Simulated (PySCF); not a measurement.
B(H)(I)(OH) (BH2IO), SMILES OBI.

Geometry optimised at r2SCAN-D4/def2-TZVP. The def2 effective core potentials stand for the cores of I; spin–orbit coupling is left out. One conformer was computed; it need not be the lowest.

Level of theory: ωB97X/def2-TZVPD run with PySCF.

Symmetry labels are those of the subgroup Cs that the program uses (full group Cs).

List the valence orbital energies around the gap with their symmetry. (The exact figures need the calculation; the answer reports its results.)


| orbital | symmetry | energy (eV) |
|---|---|---|
| HOMO−7 | A' | -22.57 |
| HOMO−6 | A' | -19.47 |
| HOMO−5 | A' | -15.44 |
| HOMO−4 | A' | -14.98 |
| HOMO−3 | A" | -14.00 |
| HOMO−2 | A' | -11.38 |
| HOMO−1 | A" | -10.15 |
| HOMO | A' | -9.96 |
| LUMO | A' | 1.19 |
| LUMO+1 | A" | 1.26 |
| LUMO+2 | A' | 1.41 |
| LUMO+3 | A' | 1.70 |
